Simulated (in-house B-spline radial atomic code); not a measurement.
Cs⁺. Computed with a B-spline radial atomic code. Model: non-relativistic spherical atom: semilocal Troullier-Martins pseudo-atom, one channel per l, against all electrons, high spin, G0W0 and RPA with empty states to l = 8, local potential for every l without a channel, a model core (radius 0 = none) keeps its share of the functional.

Without relativity these are model numbers for so heavy an element.

What the tables leave out is listed at the end.

The pseudopotential gives back the lowest level of each angular momentum of its own functional in the configuration it was made in; a second state of the same l is only approximately right. Exact exchange, RPA and GW see the smooth pseudo-orbitals and miss the exchange with the core, for which the functional's share stands in. The column with an uncorrelated core keeps all orbitals and exact exchange, and so separates missing core correlation from pseudisation. Only the three outermost levels and the lowest empty one were computed. RPA here is direct RPA, with no exchange kernel, and its energies carry an (l + 1/2)⁻⁴ tail. A hybrid on a potential with a model core restores only its own semilocal share of the core's exchange.

Command:
```bash
python run_psgw.py task.json out
```
Settings (lengths in bohr, energies in hartree):
```
Z                      55
electrons              54
configuration          [Kr] 4d10 5s2 5p6
generated_in           [Kr] 4d10 5s2 5p6
functional             pbe,pbe
core_shells            8
radius_factor          0.9
core_correction        True
```

Run time, properties included: 34 s on 1 thread of Arm Neoverse N1 (shared host).

Given: made with PBE; model core radius 0.537 bohr; local radius 0.798 bohr; mean-field start PBE.

Valence shells of the generating configuration: 4d, 5s, 5p.

Channel: s 1.448, p 1.628, d 0.651 (radii in bohr).

Computed: largest level miss in the spin-unpolarised generating configuration 0.002 eV; valence RPA correlation energy all-electron orbitals -1.122 hartree; all-electron RPA polarisability, core included 14.721 bohr³; pseudo-atom RPA polarisability 14.69 bohr³.

```
     level  occupied  mean-field all-electron (eV)  mean-field pseudo minus all (eV)  G0W0 all-electron (eV)  G0W0 uncorrelated core minus all (eV)  G0W0 pseudo minus all (eV)  exchange self-energy all-electron (eV)  exchange self-energy pseudo (eV)
        5p         1                       -18.649                             0.001                 -23.542                                  0.019                      -0.599                                 -20.981                           -19.675
6s (empty)         0                       -5.3866                            -0.052                 -3.6431                                  0.009                      -0.113                                  -1.402                           -1.2486
```

Problem. What is the valence RPA correlation energy pseudo?

Solution. -1.4784 hartree.

Given: mean-field start PBE0.

Computed: valence RPA correlation energy all-electron orbitals -1.0643 hartree; valence RPA correlation energy pseudo -1.4123 hartree; all-electron RPA polarisability, core included 13.32 bohr³.

```
     level  occupied  mean-field all-electron (eV)  mean-field pseudo minus all (eV)  G0W0 all-electron (eV)  G0W0 uncorrelated core minus all (eV)  G0W0 pseudo minus all (eV)  exchange self-energy all-electron (eV)  exchange self-energy pseudo (eV)
        5p         1                       -20.111                            -0.133                 -23.718                                   0.02                      -0.525                                 -20.948                           -19.931
6s (empty)         0                       -4.8021                            -0.014                 -3.6832                                  0.008                      -0.058                                 -1.1963                           -1.0451
```

Problem. What is the pseudo-atom RPA polarisability?

Solution. 12.949 bohr³.

Among the listed levels the largest G0W0 shift of the pseudo-atom is -0.60 eV, for 5p on the PBE start, while leaving the core uncorrelated moves that level by +0.02 eV. So pseudisation and the lost core exchange, not the missing core correlation, make the error. Not in the tables (levels of low weight, unsolved or above zero; the highest and the empty levels are kept at any weight): on PBE the G0W0 levels 5s (pseudo minus all -0.23 eV, weights 0.35 and 0.39), 4d (pseudo minus all +4.24 eV, weights 0.68 and 0.58); on PBE0 the G0W0 levels 5s (pseudo minus all -0.46 eV, weights 0.62 and 0.64), 4d (pseudo minus all +6.33 eV, weights 0.67 and 0.62); no Hartree-Fock pseudo-atom is run with a model core.
